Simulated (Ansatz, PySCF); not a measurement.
CH4Cl2NTa, SMILES [Cl][Ta]([Cl])([CH3])=[NH], multiplicity 1. Atoms are numbered in the order given.

```xyz
9

Ta     0.0806     0.1109    -0.1435
N      0.9624    -0.5077    -1.5235
H      1.4628    -0.9190    -2.3030
Cl     1.2345    -0.3587     1.8084
Cl    -2.1513    -0.4867    -0.2976
C      0.1975     2.2162    -0.4593
H      1.2482     2.5508    -0.4821
H     -0.3300     2.7434     0.3560
H     -0.2623     2.4939    -1.4226
```

Geometry: PBE0-D3(BJ)/def2-SVP. The multiplicity is an assumed one; no other spin state was optimised. The structure was generated by enumeration; whether it is a known compound was not checked. The def2 effective core potentials stand for the cores of Ta; spin–orbit coupling is left out.

Two levels are set side by side: PBE-D3(BJ)/def2-SVP (Ansatz, an electronic-structure program) and PBE0-D3(BJ)/def2-SVP (Ansatz). Each level has its own optimised geometry; the coordinates shown are those of the second. Frequencies come from the Hessian of PySCF at each geometry. Differences are taken from unrounded values.

```csv
quantity,PBE0-D3(BJ),PBE-D3(BJ),PBE-D3(BJ) minus PBE0-D3(BJ)
mean bond length (Å),1.605,1.615,0.010
bond Ta1–N2 (Å),1.751,1.768,0.018
bond Ta1–Cl4 (Å),2.316,2.325,0.009
bond Ta1–Cl5 (Å),2.316,2.325,0.009
bond Ta1–C6 (Å),2.132,2.142,0.010
bond N2–H3 (Å),1.013,1.022,0.008
bond C6–H7 (Å),1.103,1.111,0.008
bond C6–H8 (Å),1.105,1.113,0.008
bond C6–H9 (Å),1.103,1.111,0.008
highest harmonic wavenumber (cm⁻¹),3689,3573,-116
mean harmonic wavenumber (cm⁻¹),1078,1042,-36
zero-point energy (kcal/mol),32.36,31.29,-1.07
```

GGA bonds tend to be longer and softer than those of functionals with exact exchange. Differences between two approximate levels are no errors against the true value.
